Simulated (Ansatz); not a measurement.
`[K][I]` + H₂S → `[SH][K]` + HI at 700 K and 1 bar (ligand exchange at a K–I bond).

Gas-phase electronic energies from Ansatz, PBE0-D4/def2-TZVP geometries. CCSD(T)/CBS is the MP2 limit (def2-TZVPP, def2-QZVPP) plus CCSD(T) − MP2 in def2-TZVPP, frozen cores. This one scheme is used for every species. Elements past krypton have def2 core potentials. For I, K outer-core shells are correlated without core-valence functions, which leaves a few kJ/mol of doubt a bond. Scalar relativity is left out up to krypton.

| species | CCSD(T)/CBS energy (Eh) | H − E (kJ/mol) | S (J/(mol·K)) |
| --- | --- | --- | --- |
| `[K][I]` | -896.96383 | 26.3 | 290.0 |
| H₂S | -398.97279 | 64.8 | 236.9 |
| `[SH][K]` | -997.85519 | 51.4 | 309.8 |
| HI | -298.03592 | 34.6 | 231.7 |

H − E and S are ideal-gas, rigid-rotor, harmonic terms from PBE0-D4/def2-TZVP. 1 Eh = 2625.50 kJ/mol, R = 8.31446 J/(mol·K).

Task: By hand: ΔE, ΔH, ΔS and ΔG.

Result: ΔE = (-997.85519) + (-298.03592) − (-896.96383) − (-398.97279) = 0.04551 Eh = 119.5 kJ/mol. Δ(H − E) = 51.4 + 34.6 − 26.3 − 64.8 = -5.1, so ΔH = 114.4 kJ/mol. ΔS = 309.8 + 231.7 − 290.0 − 236.9 = 14.6 J/(mol·K). ΔG = 114.4 − 700 × (14.6)/1000 = 104.2 kJ/mol.

Task: By hand: the equilibrium constant, and the temperature at which ΔG would vanish if ΔH and ΔS stayed fixed.

Result: log₁₀ K = −ΔG/(RT ln 10) = -7.8. ΔG = 0 at ΔH/ΔS = 7836 K, far beyond where these terms or the molecules hold.

The number of gas molecules stays the same, so ΔS is small and ΔH decides. A doubt of 5 kJ/mol in ΔE shifts log₁₀ K by 0.4 here. These are equilibria of isolated gas molecules and say nothing of rates. Largest T1 diagnostic: 0.009 (customary marks: 0.02 for closed shells, 0.045 for open ones).
